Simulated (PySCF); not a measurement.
Cartesian coordinates in Å; atom numbers follow the order of the lines, from 1:
```xyz
25

C    -3.4516   -1.5403   -0.7162
C    -2.9516   -0.3012   -0.7542
C    -2.0303    0.3033    0.2353
C    -2.3188    1.7523    0.7264
C    -0.8866    2.2697    1.0166
Si   -0.2951    0.9656   -0.2236
C     1.2364   -0.0742    0.1015
C     2.5566    0.6875   -0.0209
C     3.7787   -0.1801    0.2410
H    -3.2228   -2.2236    0.1079
H    -4.1027   -1.9177   -1.5088
H    -3.2180    0.3427   -1.6039
H    -1.9060   -0.3635    1.1074
H    -2.7646    2.3305   -0.1017
H    -3.0263    1.8106    1.5711
H    -0.7167    3.3434    0.8575
H    -0.5696    2.0151    2.0416
H    -0.2666    1.5019   -1.6238
H     1.1416   -0.5149    1.1103
H     1.2206   -0.9272   -0.6013
H     2.5563    1.5405    0.6804
H     2.6325    1.1341   -1.0278
H     3.7523   -0.6079    1.2555
H     4.7131    0.3944    0.1450
H     3.8276   -1.0215   -0.4690
```

Geometry: PBE0-D3(BJ)/def2-SVP; GIAO absolute shieldings from PySCF 2.14, gas phase, non-relativistic, averaged over equivalent atoms.

At KT2/pcSseg-1 (240 basis functions, 110 s wall time on 1 thread of an Arm Neoverse N1, shared host):
```csv
atoms,σ (ppm)
C2,43.3
C1,77.3
C3,140.9
C4,151.3
C7,161.1
C8,161.9
C9,162.3
C5,171.4
Si6,356.2
H12,25.36
H10,26.34
H18,26.50
H11,26.55
H15,28.58
H13,28.91
H14,29.16
H21,29.88
H22,29.97
H16,30.10
H23/H24/H25,30.13
H17,30.23
H19,30.38
H20,30.40
```

What do these become at PBE0/pcSseg-1?

Results:


```
      atoms  σ at PBE0/pcSseg-1  change
         C2                34.2    -9.1
         C1                68.9    -8.4
         C3               145.5    +4.6
         C4               155.6    +4.3
         C7               164.6    +3.5
         C8               165.0    +3.1
         C9               164.1    +1.8
         C5               174.4    +3.0
        Si6               346.8    -9.4
        H12               25.29   -0.07
        H10               26.24   -0.10
        H18               26.72   +0.22
        H11               26.40   -0.15
        H15               28.82   +0.24
        H13               29.15   +0.24
        H14               29.41   +0.25
        H21               30.07   +0.19
        H22               30.13   +0.16
        H16               30.31   +0.21
H23/H24/H25               30.23   +0.10
        H17               30.42   +0.19
        H19               30.62   +0.24
        H20               30.63   +0.23
```

The largest change is at Si6 (silicon bonded to 3 C, H, in a 4-membered ring). Cost: 240 basis functions, 110 s wall time on 1 thread of an Arm Neoverse N1, shared host. The order of the carbon signals changes between the two levels.
